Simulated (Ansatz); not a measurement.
`C[CH2][Al]([OH])[SH]` + `CC(C)C(C)C` → `CC(C)C(C)(C)C` + `[CH3][Al]([OH])[SH]`  (formal exchange of groups at a C–C bond)

Calculated with Ansatz (gas phase, PBE0-D4/def2-TZVP geometries, no zero-point term in ΔE). CBS: MP2 limit from def2 TZ/QZ plus the TZ coupled-cluster correction, frozen cores. One conformer a species, not always the lowest.

`C[CH2][Al]([OH])[SH]`:

Z-matrix (Å, degrees):
```
C
C 1 1.529
H 1 1.093 2 111.8
H 1 1.094 2 111.9 3 -120.2
H 1 1.093 2 111.7 3 119.6
Al 2 1.945 1 115.0 3 -59.9
H 2 1.097 1 110.5 3 62.4
H 2 1.097 1 110.5 3 177.9
S 6 2.195 2 119.0 1 -1.2
O 6 1.694 2 119.9 1 178.8
H 9 1.344 6 94.2 2 -179.9
H 10 0.955 6 125.8 2 179.9
```

`CC(C)C(C)C`:

Cartesian coordinates in Å:
```
C -0.597 0.550 1.852
C 0.178 -0.254 0.818
C -0.538 -1.565 0.521
C 0.490 0.577 -0.439
C 1.524 -0.102 -1.325
C -0.746 0.944 -1.250
H -0.092 1.491 2.086
H -1.605 0.790 1.501
H -0.705 -0.013 2.783
H 1.151 -0.504 1.263
H 0.004 -2.177 -0.204
H -0.646 -2.157 1.434
H -1.543 -1.389 0.128
H 0.936 1.514 -0.077
H 1.130 -1.019 -1.771
H 1.824 0.554 -2.147
H 2.424 -0.363 -0.761
H -1.501 1.452 -0.647
H -0.478 1.613 -2.072
H -1.209 0.057 -1.692
```

`CC(C)C(C)(C)C`:

Z-matrix (Å, degrees):
```
C
C 1 1.525
H 1 1.094 2 111.4
H 1 1.091 2 112.6 3 -121.6
H 1 1.093 2 110.0 3 118.6
C 2 1.552 1 113.8 3 64.6
C 2 1.525 1 109.0 3 -63.6
H 2 1.099 1 107.2 3 -179.4
C 6 1.529 2 109.7 1 176.0
C 6 1.529 2 109.7 1 57.9
C 6 1.527 2 112.1 1 -63.0
H 7 1.091 2 112.7 1 -175.0
H 7 1.093 2 110.0 1 -55.3
H 7 1.094 2 111.4 1 63.4
H 9 1.093 6 110.3 2 -173.2
H 9 1.092 6 112.1 2 67.2
H 9 1.094 6 111.1 2 -53.8
H 10 1.095 6 111.1 2 53.7
H 10 1.092 6 112.1 2 -67.3
H 10 1.093 6 110.3 2 173.1
H 11 1.093 6 111.8 2 60.6
H 11 1.092 6 111.8 2 -60.8
H 11 1.094 6 110.1 2 179.9
```

`[CH3][Al]([OH])[SH]`:

Z-matrix (Å, degrees):
```
C
Al 1 1.937
H 1 1.094 2 111.2
H 1 1.094 2 111.3 3 119.2
H 1 1.092 2 111.0 3 -120.4
O 2 1.694 1 119.7 3 119.7
S 2 2.192 1 123.0 3 -60.2
H 6 0.955 2 124.5 1 -180.0
H 7 1.344 2 92.9 1 -0.0
```

| species | MP2/def2-TZVPP energy (Eh) |
| --- | --- |
| `C[CH2][Al]([OH])[SH]` | -795.17498 |
| `CC(C)C(C)C` | -236.52434 |
| `CC(C)C(C)(C)C` | -275.75008 |
| `[CH3][Al]([OH])[SH]` | -755.95967 |

(1) Work out ΔE.

Largest T1 diagnostic among the species: 0.011.

Results:

(1) ΔE = (-275.75008) + (-755.95967) − (-795.17498) − (-236.52434) = -0.01043 Eh = -0.28 eV. CCSD(T)/CBS gives -0.24 eV.

Leaving LDA and LC-ωPBE aside and taking each functional with its dispersion term where it has one, the values, not all of them listed here, spread over 0.07 eV, from B97M-V to B2PLYP. LDA lies −0.14 eV from PBE without D4. The D4 term adds −0.07 eV with B3LYP and −0.04 eV with PBE0; it sums over pairs of atoms, weighted by their polarisabilities, and B3LYP, whose exchange is more repulsive, gets the larger term.

B3LYP here is the variant with VWN-RPA as its local correlation; programs differ in this.
